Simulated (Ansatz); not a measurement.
Reaction (cleavage of the Ge–Si bond): `C[SiH](F)[GeH3]` + `C=C(N)O` → `C=C(N)[O][GeH3]` + `C[SiH2]F`

Gas-phase electronic energies from Ansatz, PBE0-D4/def2-TZVP geometries. CCSD(T)/CBS adds triple-zeta CCSD(T) − MP2 to the extrapolated MP2 energy (def2 sets, frozen cores). DFT in def2-TZVPP. For Ge outer-core shells are correlated without core-valence functions, which leaves a few kJ/mol of doubt a bond. Scalar relativity is left out up to krypton. Each species was taken in one conformer, which may not be the lowest.

Question: Is it downhill or uphill in electronic energy at CCSD(T)/CBS, and by how much? (Estimate.)

Answer: The calculation gave: Downhill: ΔE = -0.14 eV.

Question: What do these levels give: B2PLYP, HF/def2-TZVPP, MP2/def2-TZVPP, CCSD/def2-TZVPP, CCSD(T)/def2-TZVPP, MP2/CBS(def2)? (An estimate is asked.)

Answer: The calculation gave: B2PLYP -0.17, HF/def2-TZVPP -0.31, MP2/def2-TZVPP -0.24, CCSD/def2-TZVPP -0.20, CCSD(T)/def2-TZVPP -0.20, MP2/CBS(def2) -0.18 eV.

Largest T1 diagnostic among the species: 0.012.

In def2-TZVPP, CCSD(T) changes the Hartree–Fock value by +0.11 eV (the triples alone add −0.00 eV) and MP2 by +0.07 eV.
